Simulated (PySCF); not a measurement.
**H₂SeS, singlet: data card**

Level of theory: PBE0/[Se def2-TZVP, S def2-TZVP, H def2-TZVP], no relativity, density fitting, PySCF.

The structure is a minimum.

Z-matrix (Å, degrees; charge 0 multiplicity 1):
```
Se
S  1 2.0932
H  1 1.4997 2 106.42
H  1 1.4997 2 106.42 3 92.77
```

```
Point group                                                                   : Cs
Bond lengths                                                                  : Se–H 1.500 Å (×2), Se–S 2.093 Å
Bond angles                                                                   : H–Se–H 88.0°, H–Se–S 106.4° (×2)
Heat capacity Cp at 298.15 K                                                  : 46.3 J/(mol K)
Zero-point energy                                                             : 44.6 kJ/mol
Principal polarisabilities                                                    : 33.8, 35.5, 65.1 bohr³
Highest occupied level                                                        : -6.33 eV
Lowest empty level                                                            : -0.91 eV
Entropy at 298.15 K and 1 bar                                                 : 266.4 J/(mol K)
Atomisation energy without zero-point energy                                  : 813 kJ/mol
Enthalpy at 298.15 K above 0 K                                                : 11.13 kJ/mol
Rotational symmetry number                                                    : 1
Principal quadrupole moments (Buckingham, traceless) about the centre of mass : -3.00, 1.17, 1.83 D Å
Dipole moment                                                                 : 4.01 D
Rotational constants                                                          : 4.116, 0.162, 0.1615 cm⁻¹
```

Harmonic modes (masses in u: Se 79.917, S 31.972, H 1.008):
| symmetry | ω (cm⁻¹) | IR (km/mol) |
| --- | --- | --- |
| a' | 473 | 32.4 |
| a'' | 734 | 2.9 |
| a' | 768 | 18.5 |
| a' | 1057 | 25.7 |
| a'' | 2205 | 37.4 |
| a' | 2220 | 142 |

Charges (e):
```csv
atom,Mulliken,Löwdin,polar tensor,Mayer order to Se1
Se1,0.16,0.21,0.67,–
S2,-0.44,-0.29,-0.46,1.54
"H3,4",0.14,0.04,-0.10,0.88
```

Mulliken populations on Se1: s 7.81, p 15.69, d 10.31, f 0.02.

Outer orbital energies (eV). occupied: -22.65, -17.70, -12.95, -11.86, -9.96, -6.72, -6.33; empty: -0.91, -0.87, -0.33, 4.23.

Counting electrons, selenium keeps 2 of its valence electrons outside its bonds, so the VSEPR class is AX3E1 and the expected shape is trigonal pyramidal; with unlike ligands the computed point group is Cs.

This need not be the most stable arrangement of these atoms.

The final relaxation and frequency run took 26 s on 2 threads of a shared Intel Xeon 6975P-C (Granite Rapids) host, with 97 basis functions and 14 gradients; the process peaked at 1.1 GiB. Launch command: `OMP_NUM_THREADS=2 python axn.py task.json out`.
